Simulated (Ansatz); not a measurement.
Program: Ansatz. Geometries: PBE0-D4/def2-TZVP. ΔE: electronic, gas phase. CBS: MP2 limit from def2 TZ/QZ plus the TZ coupled-cluster correction, frozen cores. Functionals use def2-TZVPP. B3LYP here is the variant with VWN-RPA as its local correlation; programs differ in this. HSE06 is defined as in plane-wave codes. For Ge outer-core shells are correlated without core-valence functions, which leaves a few kJ/mol of doubt a bond. Scalar relativity is left out up to krypton. One conformer a species, not always the lowest.

Reaction (ligand exchange at a Ge–S bond): `[GeH3][S][GeH3]` + `S[SiH2]Cl` → `Cl[SiH2][S][GeH3]` + `[SH][GeH3]`

`[GeH3][S][GeH3]`:

Z-matrix (Å, degrees):
```
Ge
S 1 2.221
H 1 1.533 2 106.0
H 1 1.538 2 109.9 3 119.7
H 1 1.538 2 109.9 3 -119.7
Ge 2 2.222 1 98.4 3 179.8
H 6 1.538 2 109.9 1 59.8
H 6 1.533 2 106.0 1 179.5
H 6 1.538 2 109.9 1 -60.7
```

`S[SiH2]Cl`:

Cartesian coordinates in Å:
```
S 1.419 0.642 0.695
Si -0.503 0.059 0.014
Cl -0.813 -1.968 0.135
H 2.065 0.101 -0.353
H -0.704 0.431 -1.403
H -1.463 0.735 0.912
```

`Cl[SiH2][S][GeH3]`:

Cartesian coordinates in Å:
```
Cl -0.942 2.519 -2.189
Si -0.137 0.889 -1.247
S -0.312 1.185 0.844
Ge 0.166 -0.927 1.391
H 1.278 0.776 -1.665
H -0.886 -0.318 -1.674
H 0.771 -0.875 2.797
H -1.117 -1.768 1.366
H 1.180 -1.481 0.377
```

`[SH][GeH3]`:

Cartesian coordinates in Å:
```
S -1.671 -0.348 0.229
Ge 0.476 0.230 0.172
H -1.640 -0.991 -0.949
H 0.762 1.110 -1.055
H 1.368 -1.020 0.136
H 0.704 1.019 1.467
```

```tsv
level	ΔE (kcal/mol)	difference from CCSD(T)/CBS
PBE-D4	0.8	0.1
HSE06-D4	0.6	-0.1
PBE	0.9	0.2
B3LYP	1.0	0.3
r2SCANh	0.7	0.0
r2SCAN0	0.7	0.0
HSE06	0.7	0.0
BHLYP	0.8	0.1
HF/def2-SVP	1.4	0.7
MP2/def2-SVP	1.5	0.8
CCSD/def2-SVP	1.4	0.7
CCSD(T)/def2-SVP	1.5	0.8
MP2/def2-TZVPP	0.7	0.0
CCSD(T)/def2-TZVPP	0.7	0.0
MP2/def2-QZVPP	0.7	0.0
MP2/CBS(def2)	0.7	0.0
CCSD(T)/CBS	0.7	0
```

Task: What do rigid-rotor, harmonic-oscillator terms from PBE0-D4/def2-TZVP frequencies (298.15 K, 1 bar) make of the CCSD(T)/CBS value? (Estimate.)

Result: The calculation gave: ΔZPE = -0.1 kcal/mol, ΔH = +0.7 kcal/mol, ΔS = 8 J/(mol·K), ΔG = +0.2 kcal/mol. Modes under 50 cm⁻¹ make the entropy rough.

Largest T1 diagnostic among the species: 0.011.

At CCSD(T), def2-SVP lies +0.8 kcal/mol from the extrapolated value and def2-TZVPP +0.0 kcal/mol. Leaving LDA and LC-ωPBE aside and taking each functional with its dispersion term where it has one, the values, not all of them listed here, spread over 0.3 kcal/mol, from revPBE-D4 to BLYP-D4.
